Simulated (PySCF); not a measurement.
**Shifts of the heteroatoms**

Numbering as in the mapped SMILES `[CH2:1]=[CH:2][CH2:3][n:4]1[n:5][cH:6][cH:7][c:8]1[CH2:9][CH3:10]`. Each H is labelled by its parent atom. Ha(C1) is cis to C3; Hb(C1) is trans to C3.

Relativity neglected, one averaged value for each set of equivalent atoms, one computed conformer, isolated molecule. NMR shieldings at PBE0/pcSseg-1/GIAO; geometry: GFN2-xTB; PySCF 2.14.0 with density-fitted response routines.

Task: Predict the $^{15}$N NMR data.

Result: 
```csv
atoms,environment,σ (ppm),δ (ppm)
N5,pyridine-type nitrogen of an azole,-79.5,-74.8
N4,pyrrole-type ring nitrogen,36.9,-182.1
```

Shieldings were converted by a linear fit to measured shifts: $^{15}$N: δ = -148.07 − 0.921σ (rms 6.3 ppm, 71 shifts vs CH3NO2, solution or neat liquid). Occasional misses reach two or three times the rms, and more in compound classes unlike the fitted ones.

On a 500 MHz spectrometer $^{15}$N resonates near 50.7 MHz, so 1 ppm is 50.7 Hz.
